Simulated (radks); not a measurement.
The argon ion Ar3+, 15 electrons, occupied as [Ne] 3s2 3p3. Calculated with a radial shooting solver on a logarithmic mesh with Libxc functionals: Dirac Kohn-Sham, Wu-Cohen GGA, spin-unpolarised, spherical densities, finite nucleus; open shells are shared between the two j in proportion to 2j + 1; Fermi nuclear charge, rms radius 3.4274 fm.

Unscreened Slater integrals over Kohn-Sham orbitals (cm^-1). Large and small components are both included.

F0(3p3/2,3p3/2): 141740
F2(3p3/2,3p3/2): 72105
F0(3p3/2,3p1/2): 142030
G2(3p3/2,3p1/2): 72228
F0(3p3/2,3s1/2): 147060
G1(3p3/2,3s1/2): 98346
F0(3p3/2,2p3/2): 191810
F2(3p3/2,2p3/2): 36172
G0(3p3/2,2p3/2): 14646
G2(3p3/2,2p3/2): 14877
F0(3p1/2,3p1/2): 142320
F0(3p1/2,3s1/2): 147380
G1(3p1/2,3s1/2): 98598
F0(3p1/2,2p3/2): 192520
G2(3p1/2,2p3/2): 14877
F0(3s1/2,3s1/2): 153090
F0(3s1/2,2p3/2): 202780
G1(3s1/2,2p3/2): 16384
F0(2p3/2,2p3/2): 534140
F2(2p3/2,2p3/2): 248590
